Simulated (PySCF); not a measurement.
Geometry:
```json
{"atom": "O1", "x (Å)": "2.683", "y (Å)": "0.336", "z (Å)": "0.964"}
{"atom": "C2", "x (Å)": "1.993", "y (Å)": "0.416", "z (Å)": "-0.003"}
{"atom": "Cl3", "x (Å)": "2.647", "y (Å)": "0.915", "z (Å)": "-1.578"}
{"atom": "C4", "x (Å)": "0.567", "y (Å)": "0.127", "z (Å)": "-0.030"}
{"atom": "C5", "x (Å)": "-0.249", "y (Å)": "-0.276", "z (Å)": "1.000"}
{"atom": "C6", "x (Å)": "-1.543", "y (Å)": "-0.426", "z (Å)": "0.437"}
{"atom": "C7", "x (Å)": "-1.408", "y (Å)": "-0.105", "z (Å)": "-0.888"}
{"atom": "O8", "x (Å)": "-0.146", "y (Å)": "0.228", "z (Å)": "-1.173"}
{"atom": "H9", "x (Å)": "0.067", "y (Å)": "-0.435", "z (Å)": "2.029"}
{"atom": "H10", "x (Å)": "-2.457", "y (Å)": "-0.732", "z (Å)": "0.941"}
{"atom": "H11", "x (Å)": "-2.111", "y (Å)": "-0.074", "z (Å)": "-1.717"}
```

Geometry: PBE0-D3(BJ)/def2-SVP; GIAO shifts from PySCF, gas phase, non-relativistic, averaged over equivalent atoms.

At PBE0/STO-3G (47 basis functions, 4.4 s wall time on 1 thread of an Arm Neoverse V1, shared host):
```csv
atoms,δ (ppm)
O1,463.3
O8,186.7
C7,121.3
C4,119.0
C2,107.1
C5,106.7
C6,102.4
Cl3,214.0
H11,7.14
H9,6.79
H10,6.19
```

Chemical shifts δ = σref − σ; ¹⁷O (341.71 ppm) against H2O; TMS for ¹³C (234.69 ppm) and ¹H (32.60 ppm); HCl for ³⁵Cl (1025.84 ppm), all at this level.

Predict the values at PBE0/6-31G* on the same geometry.

Answers


| atoms | δ at PBE0/6-31G* | change |
| --- | --- | --- |
| O1 | 479.2 | +15.9 |
| O8 | 268.0 | +81.3 |
| C7 | 139.7 | +18.4 |
| C4 | 137.9 | +18.9 |
| C2 | 151.9 | +44.8 |
| C5 | 116.9 | +10.2 |
| C6 | 108.7 | +6.3 |
| Cl3 | 359.5 | +145.5 |
| H11 | 7.38 | +0.24 |
| H9 | 7.18 | +0.39 |
| H10 | 6.38 | +0.19 |

Chemical shifts δ = σref − σ; ¹⁷O (σref 324.18) against H2O; ¹³C (σref 194.14) and ¹H (σref 31.96) vs TMS; ³⁵Cl (σref 929.83) against HCl, all at this level.

The largest change is at Cl3 (chlorine bonded to C). Cost: 122 basis functions, 13 s wall time on 1 thread of an Arm Neoverse V1, shared host. The order of the carbon signals changes between the two levels.

Carbons that carry Cl, above all several Cl atoms, come out too deshielded, partly because spin–orbit coupling is missing. Unscaled 17O shifts of doubly bonded oxygen tend to come out too high, by tens of ppm or more. Experimental scales use liquid or dissolved standards, which lie at an offset from isolated H2O (liquid H2O: subtract about 36 ppm).
